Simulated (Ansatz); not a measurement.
Gas-phase electronic energies from Ansatz, PBE0-D4/def2-TZVP geometries. CCSD(T)/CBS adds triple-zeta CCSD(T) − MP2 to the extrapolated MP2 energy (def2 sets, frozen cores). DFT in def2-TZVPP. B3LYP here is the variant with VWN-RPA as its local correlation; programs differ in this. For Ge outer-core shells are correlated without core-valence functions, which leaves a few kJ/mol of doubt a bond. Scalar relativity is left out up to krypton. One conformer a species, not always the lowest.

Reaction (redistribution): `[SiH3][GeH3]` + `N[SiH](Cl)BO` → `N[SiH](Cl)[GeH3]` + `OB[SiH3]`

Is it downhill or uphill in electronic energy at CCSD(T)/CBS, and by how much? (Estimate.)

Ansatz gave: Uphill: ΔE = +6.2 kJ/mol.

What do these levels give: PBE-D4, r2SCAN-D4, B3LYP-D4, SCS-MP2/def2-TZVPP, HF/def2-QZVPP, CCSD/CBS(def2)? (Estimate.)

Ansatz gave: PBE-D4 5.3, r2SCAN-D4 6.1, B3LYP-D4 6.7, SCS-MP2/def2-TZVPP 6.8, HF/def2-QZVPP 9.9, CCSD/CBS(def2) 6.8 kJ/mol.

Largest T1 diagnostic among the species: 0.014.

In def2-TZVPP, CCSD(T) changes the Hartree–Fock value by −3.3 kJ/mol (the triples alone add −0.5 kJ/mol) and MP2 by −3.6 kJ/mol.
